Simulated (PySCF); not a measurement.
## Cd (cadmium, neutral) across methods

[Kr] 4d9 5s2 5p1, one real determinant (an excited configuration). Computed with PySCF 2.14 in aug-cc-pVTZ-PP with ECP28MDF, with scalar relativity through the core potential. The B2PLYP total includes its PT2 part (frozen core); its orbital energies are those of the SCF part.

| method | E (hartree) | mean ε 5s α (eV) | mean ε 5s β (eV) | mean ε 5p α (eV) | Σ⟨r²⟩ (bohr²) | ⟨S²⟩ |
| --- | --- | --- | --- | --- | --- | --- |
| PW91 | -167.3851 | -8.324 | -7.585 | -3.013 | 57.03 | 2.003 |
| PBE0 | -167.3005 | -9.226 | -8.237 | -3.765 | 56.85 | 2.004 |
| LDA | -167.0101 | -8.524 | -7.863 | -3.008 | 56.77 | 2.001 |
| UHF | -166.44259 | -11.397 | -9.467 | -5.694 | 58.09 | 2.015 |
| PBE | -167.3118 | -8.257 | -7.523 | -2.976 | 57.14 | 2.003 |
| r2SCAN0 | -167.3257 | -9.436 | -8.401 | -3.935 | 56.47 | 2.007 |
| r2SCAN | -167.3608 | -8.504 | -7.681 | -3.212 | 56.45 | 2.006 |
| wB97M-V | -167.2439 | -11.420 | -10.322 | -5.460 | 56.90 | 2.003 |
| B2PLYP | -167.1528 | -10.026 | -8.837 | -4.355 | 57.38 | 2.006 |

⟨L²⟩ = 8.01 against 12 for a pure F term, so this real determinant mixes terms. Energies and moments cover only the electrons outside the core potential.
